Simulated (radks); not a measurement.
Values are calculated unless marked as measured or tabulated.
Species: the strontium ion Sr2+. Configuration: [Kr] (the NIST ground configuration).

Level of theory: scalar-relativistic Kohn-Sham, r2SCAN, spin-polarised, spherical densities, finite nucleus; meta-GGA in the generalised Kohn-Sham scheme; Fermi nuclear charge, rms radius 4.224 fm (a radial shooting solver on a logarithmic mesh with Libxc functionals).

Energy parts (Ry):
| part | energy |
|---|---|
| total | -6358.76754 |
| kinetic | 6521.02588 |
| electron-nucleus | -15276.31907 |
| Hartree | 2606.67875 |
| exchange-correlation | -210.15310 |

Orbitals (lengths in bohr, moments of r in powers of bohr):
1s: occ. 2; eigenvalue (Ry) -1175.234; <r^4> 0.00001105; <1/r> 38.99
2s: occ. 2; eigenvalue (Ry) -160.8112; <r^4> 0.002120; <1/r> 8.719
2p: occ. 6; eigenvalue (Ry) -142.8345; <r^4> 0.001531; <1/r> 8.497
3s: occ. 2; eigenvalue (Ry) -26.09811; <r^4> 0.1199; <1/r> 2.925
3p: occ. 6; eigenvalue (Ry) -20.23106; <r^4> 0.1390; <1/r> 2.765
3d: occ. 10; eigenvalue (Ry) -10.58136; <r^4> 0.1872; <1/r> 2.506
4s: occ. 2; eigenvalue (Ry) -4.11235; <r^4> 6.710; <1/r> 0.9865
4p: occ. 6; eigenvalue (Ry) -2.72832; <r^4> 11.95; <1/r> 0.8549

The highest occupied level is 4p at -37.121 eV. Summed over all electrons, <r^2> = 26.14 bohr^2, which gives a Langevin (diamagnetic) susceptibility term of -20.7 x 10^-6 cm^3/mol. For comparison, the ionisation energy in NIST's Atomic Spectra Database is 42.884 eV (measured). In exact Kohn-Sham theory the highest level is minus the ionisation energy, but local and semilocal functionals leave it too shallow, through self-interaction and a potential that decays too fast; potentials with the right tail come closer.
